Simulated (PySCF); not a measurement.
Species: C₈H₁₃P.
Z-matrix (Å and degrees, PBE0-D3(BJ)/def2-SVP geometry), rows numbered from 1:
```
C 
C   1  1.5263
C   2  1.5008  1  112.98
C   3  1.3597  2  125.26  1  -113.63
P   4  1.8027  3  110.79  2  -174.30
C   5  1.8229  4   90.78  3    -8.89
C   6  1.4960  5  124.04  4  -178.39
C   7  1.5249  6  113.83  5    55.85
C   6  1.3576  5  108.76  4     8.47
H   1  1.1010  2  111.61  3   -58.64
H   1  1.1007  2  111.12  3  -178.79
H   1  1.1005  2  110.88  3    60.99
H   2  1.1011  1  109.88  3  -122.09
H   2  1.1045  1  109.39  3   121.60
H   4  1.0919  3  124.38  2    -2.05
H   5  1.4283  4  101.25  3  -109.72
H   7  1.1025  6  108.58  5   178.84
H   7  1.1051  6  109.11  5   -66.03
H   8  1.1019  7  111.25  6   -60.89
H   8  1.1009  7  111.16  6    59.05
H   8  1.1003  7  111.16  6   179.52
H   9  1.0957  3  121.73  2     1.49
```

All values: PBE0/pcSseg-1 (PySCF, non-relativistic), on one gas-phase PBE0-D3(BJ)/def2-SVP geometry that isn't relaxed in the solvent. The solvent is an IEF-PCM continuum (van der Waals radii × 1.2). Specific hydrogen bonds and non-electrostatic terms are outside this model.

```tsv
run	E − E(gas) (kJ/mol)	HOMO (eV)	HOMO–LUMO gap (eV)	dipole (D)
gas	0.00	-6.36	5.42	1.16
P	-13.91	-6.41	5.44	1.54
Q	-5.77	-6.35	5.43	1.32
```

Q: The runs were made in benzene and water. Which run belongs to which solvent?

A: P = water, Q = benzene. The dielectric constants are 2.271 (benzene), 78.36 (water), and the energy falls further as ε rises. In this model the ground state sees the solvent through ε alone.

Q: How constant is the ratio of the lowering to (ε − 1)/(2ε + 1)?

A: 
| solvent | (ε − 1)/(2ε + 1) | E − E(gas) (kJ/mol) | ratio (kJ/mol) | polarisation term (kJ/mol) |
| --- | --- | --- | --- | --- |
| benzene | 0.229 | -5.77 | -25.2 | -6.07 |
| water | 0.490 | -13.91 | -28.4 | -15.74 |

The ratio changes by +12.7 % in size from benzene to water. The polarisation term is half the interaction of the solute with the induced surface charges.

Hardware: an AMD EPYC 7R13 with one thread, no GPU, shared host with 96 logical CPUs at a one-minute load of 13. Cost: 33 s of wall time, 1.3 GiB resident at most. This is the whole shielding run at PBE0/pcSseg-1 in water, SCF included.
